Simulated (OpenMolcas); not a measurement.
# Computed transition rates of Ge2+

```
Program             : OpenMolcas
Method              : MS-RASPT2, IPEA 0.25 Eh, imaginary shift 0.1 Eh (closed shells correlated: 3d)
Basis               : ANO-RCC [10s9p8d5f2g]
Scalar Hamiltonian  : DKH2, point nucleus
Active space        : 2 electrons in 9 orbitals (RAS2 4s 4p; RAS3 4d, at most 2 electrons)
State averaging     : 2S+1 = 3 even, 3 roots; 2S+1 = 1 even, 7 roots; 2S+1 = 3 odd, 3 roots; 2S+1 = 1 odd, 3 roots
Spin-orbit coupling : state interaction with AMFI integrals over the reference wave functions, term energies averaged over their components
```

Rates come from the transition moments of the reference wave functions (E1 and E2 in the length form). At fixed line strength A goes as λ^-3 for E1 and M1 and as λ^-5 for E2, so a rate at the computed wavelength can be rescaled to the measured one. Measured vacuum wavelengths follow from level energies in Sugar and Musgrove, J. Phys. Chem. Ref. Data 22, 1213 (1993). Branching counts decays inside the model space alone, at computed energies, and the table is only a selection of the E1 lines, drawn from those between levels with measured partners whose computed energy lies within a factor of 1.5 of the measured one.

```
  Upper       Lower  Type  λ computed (nm)  λ measured (nm)  A computed (s-1)  A rescaled (s-1)  Branching %
4p² ¹D₂  4s 4p ¹P°₁    E1            188.9            188.3          6.26e+07          6.32e+07         50.5
4p² ¹D₂  4s 4p ³P°₂    E1            123.4            123.7          4.27e+07                           34.4
4p² ¹D₂  4s 4p ³P°₁    E1            121.3            121.2          1.87e+07                           15.1
4p² ³P₁  4s 4p ³P°₂    E1            117.7            118.3          1.32e+09          1.30e+09         40.2
4p² ³P₀  4s 4p ³P°₁    E1            116.9            117.4          3.23e+09          3.19e+09         99.9
4p² ³P₁  4s 4p ³P°₁    E1            115.8            116.1          8.30e+08          8.24e+08         25.3
4p² ³P₂  4s 4p ³P°₂    E1            115.7              116          2.44e+09          2.42e+09         74.1
4p² ³P₁  4s 4p ³P°₀    E1            114.9            115.1          1.13e+09          1.12e+09         34.5
4p² ³P₂  4s 4p ³P°₁    E1            113.9            113.8          8.50e+08          8.52e+08         25.8
```

Spin-changing lines and M1 lines between different terms are not rescaled, since their strength hangs on the term gaps too.

The largest correction is for 4p² ³P₁ → 4s 4p ³P°₂ (E1): 1.32e+09 × (117.7 / 118.3)^3 = 1.30e+09 s-1, a factor of 0.98.

The computed rate and branching of 4p² ³P₀ → 4s 4p ³P°₁ give the upper level a radiative lifetime of 0.999 / 3.23e+09 s-1 = 3.09e-10 s, counting decays inside the model space alone. The rescaled rate gives about 3.1e-10 s.

No measured rate stands beside these. Rescaling mends the energy factor alone: line strengths can still be far off where a level mixes with configurations outside the active space, and weak or spin-changing lines hang on small mixing coefficients that depend on the term gaps too, so rescaling need not improve them.

CASPT2 breaks the degeneracy within a term, and the mean is taken; among the terms shown or strongly mixed into the levels shown the widest spread is 21 cm-1 (4p² ¹D). Configurations are named by rounded mean occupations; where the s occupation lies near a half they are strongly mixed, a name can repeat and a true partner stay unpaired. Active for correlation alone: 4d; no level in the range computed is led by a configuration that fills it, so any true level of that kind is missing. Some terms mix strongly with configurations of 4d, whose occupation reaches 0.34 (4p² ¹D). Computed and measured levels are paired by configuration, term and J; levels that our copy of the source lacks, or whose pairing is in doubt (as where it misses far off the trend of its configuration), stay unpaired. Only configurations of the active space appear.

° marks odd parity.
